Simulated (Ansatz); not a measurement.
```yaml
crystal:
  periodic: [false, false, false]
  atoms:
    - {symbol: C, position_ang: [1.051993, -1.471078, 0.707064]}
    - {symbol: C, position_ang: [0.701163, -0.223731, 0.132003]}
    - {symbol: O, position_ang: [1.434735, 0.672646, -0.242695]}
    - {symbol: O, position_ang: [-0.659691, -0.036952, -0.019151]}
    - {symbol: Si, position_ang: [-1.309490, 1.299711, -0.686763]}
    - {symbol: F, position_ang: [-0.985036, 2.568687, 0.083672]}
    - {symbol: F, position_ang: [-0.816754, 1.477098, -2.132710]}
    - {symbol: F, position_ang: [-2.845653, 1.093996, -0.601369]}
    - {symbol: H, position_ang: [0.633562, -1.561799, 1.751284]}
    - {symbol: H, position_ang: [2.145241, -1.466713, 0.836607]}
    - {symbol: H, position_ang: [0.664449, -2.259300, 0.188731]}
basis:
  gaussian: {orbitals: aug-cc-pVDZ, nuclear_model: gaussian}
hamiltonian: {xc: {name: B3LYP5}}
scf: {lower_state_search: full}
```

```sh
$ ansatz run in.yaml --threads 4 --pin off --events-out ev --progress --plain --max-ram 11315MiB
```

Shortened log:

```
Functional definition: B3LYP5
1873 factors; their error is unknown
mean field evaluation 1: about -22233.0086 eV, gradient 8.6e1 eV
mean field evaluation 2: about -22222.5283 eV, gradient 1.2e2 eV
mean field evaluation 4: about -22245.6018 eV, gradient 6.3e0 eV
mean field evaluation 8: about -22245.6688 eV, gradient 1.6e-1 eV
mean field evaluation 16: about -22245.7410 eV, gradient 3.6e-4 eV
mean field -22245.74101829 eV, -817.5159037174 hartree, gradient 8.7e-5 eV, S^2 0.000000; 0 other end points of the search recorded, 0 dependent functions left out
reference -22245.74137115 eV, -817.5159166847 hartree; 36, 36 occupied and 179, 179 virtual orbitals, 1873 factors
Total energy: -22245.74137115 eV, -817.5159166847 hartree
```

It took 4.8 s on 4 threads of an Arm Neoverse V2 on a shared host, with 0.61 GiB of host memory at the peak.
